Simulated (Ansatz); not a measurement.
H4NO2Si (`N[Si](O)O`) radical, relaxed with UKS PBE-D4/def2-SVP in the Gaussian-basis code of Ansatz from a rough embedded geometry. The force threshold is 0.03 eV/Å; the program also tests the step.

The species carries charge 0 and has multiplicity 2.

Start:

```xyz
8

N    -0.085   -0.379    1.167
Si    0.009   -0.676   -0.453
O    -1.268    0.184   -0.944
O     1.274    0.154   -0.888
H     0.745   -0.906    1.624
H     0.183    0.579    1.369
H    -2.024    0.264   -0.273
H     1.165    0.782   -1.603
```

(1) By how much does the energy fall, and how many steps does the optimiser take? (An estimate is asked.)

(2) Which bonds change most? (Estimate.)

(3) Give the relaxed structure. (Estimate.)

Answers

(1) Computed: 1.16 eV, in 35 steps, 8 of them rejected.

(2) Computed: Si2–O4 from 1.575 to 1.693 Å; N1–Si2 from 1.649 to 1.733 Å; Si2–O3 from 1.616 to 1.693 Å; N1–H5 from 1.084 to 1.022 Å.

(3) Ansatz gave: 
```xyz
8

N     0.355   -0.166    1.341
Si    0.000   -0.290   -0.351
O    -1.647    0.094   -0.432
O     1.053    0.839   -1.046
H    -0.269   -0.610    2.017
H     1.329   -0.191    1.650
H    -2.081   -0.304   -1.207
H     1.261    0.629   -1.973
```
